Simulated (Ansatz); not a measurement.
Molecule: CuF2 (charge -1, singlet). 
Coordinates optimised at B3LYP-D3(BJ)/def2-TZVP (Ansatz, a program for electronic structure):
```
Cu
F 1 1.8116
F 1 1.8116 2 180.00
```
Charge -1, spin multiplicity 1.

Total electronic energies in hartree. Cores are frozen in the correlated levels unless marked. Spin-orbit coupling is left out. Frozen are the shells of the preceding noble gas and the d and f shells that filled before the atom's block. Non-relativistic. CBS marks a two-point X^-3 extrapolation of the correlation energy; Hartree-Fock from the larger set. [CCSD(T)-MP2]/basis is that difference in the basis named.

The Hartree-Fock reference is unstable (checked in the largest basis), which strains HF and MP2. The T1 diagnostic of CCSD in the largest basis is 0.026, which is high, so the coupled-cluster rows are less sure than usual.

```json
[
 {"level": "HF/def2-SVPD", "program": "Ansatz", "energy (Eh)": "-1837.53193"},
 {"level": "HF/def2-QZVPPD", "program": "Ansatz", "energy (Eh)": "-1838.03939"},
 {"level": "BLYP/def2-TZVPD", "program": "Ansatz", "energy (Eh)": "-1840.53809"},
 {"level": "PBE0-D4/def2-TZVPD", "program": "Ansatz + dftd4", "energy (Eh)": "-1839.99902"},
 {"level": "BHLYP/def2-TZVPD", "program": "Ansatz", "energy (Eh)": "-1840.29487"},
 {"level": "LC-wPBE/def2-TZVPD", "program": "Ansatz", "energy (Eh)": "-1840.12728"},
 {"level": "SCS-MP2/def2-SVPD", "program": "Ansatz", "energy (Eh)": "-1838.23174"},
 {"level": "SCS-MP2/def2-QZVPP", "program": "Ansatz", "energy (Eh)": "-1839.10921"},
 {"level": "RI-MP2/CBS(def2-TZVPPD,def2-QZVPPD)+[CCSD(T)-MP2]/def2-TZVPPD", "program": "Ansatz", "energy (Eh)": "-1839.2048"}
]
```

Totals of different functionals don't rank their quality; only differences between species are comparable.
